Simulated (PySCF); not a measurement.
AlBrClF. Atoms are numbered in the order given.

```xyz
4

Al    -0.4326    -0.5957     0.0000
F     -2.0502    -0.9291     0.0000
Cl     0.9077    -2.1785     0.0000
Br     0.2470     1.5183     0.0000
```

Geometry: PBE0-D3(BJ)/def2-SVP.

All values below come from TDDFT-LC-ωPBE/def2-SVPD in PySCF 2.14.0.

Vertical excitations. Gas-phase values at a fixed geometry. State labels are in the subgroup Cs.

| state | symmetry | energy (eV) | λ (nm) | f | main pairs |
|---|---|---|---|---|---|
| S1 | A' | 6.99 | 177 | 0.028 | HOMO→LUMO 84 % |
| S2 | A" | 7.13 | 174 | 0.029 | HOMO−1→LUMO 84 % |
| S3 | A" | 7.37 | 168 | 0.000 | HOMO→LUMO+1 95 % |
| S4 | A' | 7.83 | 158 | 0.012 | HOMO−1→LUMO+1 63 %, HOMO−2→LUMO 25 % |
| S5 | A' | 7.99 | 155 | 0.091 | HOMO−2→LUMO 56 %, HOMO−1→LUMO+1 22 % |
| S6 | A" | 8.04 | 154 | 0.069 | HOMO−3→LUMO 82 % |
| S7 | A" | 8.24 | 150 | 0.003 | HOMO−2→LUMO+1 94 % |
| S8 | A' | 8.72 | 142 | 0.046 | HOMO−3→LUMO+1 70 %, HOMO−4→LUMO 15 % |
| S9 | A' | 8.89 | 140 | 0.341 | HOMO−4→LUMO 56 %, HOMO−3→LUMO+1 18 % |
| S10 | A" | 8.93 | 139 | 0.001 | HOMO−4→LUMO+1 95 % |
| T1 | A' | 6.62 | 187 | 0 | HOMO→LUMO 79 % |
| T2 | A" | 6.72 | 185 | 0 | HOMO−1→LUMO 78 % |
| T3 | A' | 7.08 | 175 | 0 | HOMO−1→LUMO+1 84 % |
| T4 | A" | 7.22 | 172 | 0 | HOMO→LUMO+1 94 % |
Triplets are in the Tamm–Dancoff approximation, which puts them higher than full response would, so one can lie above its singlet here.
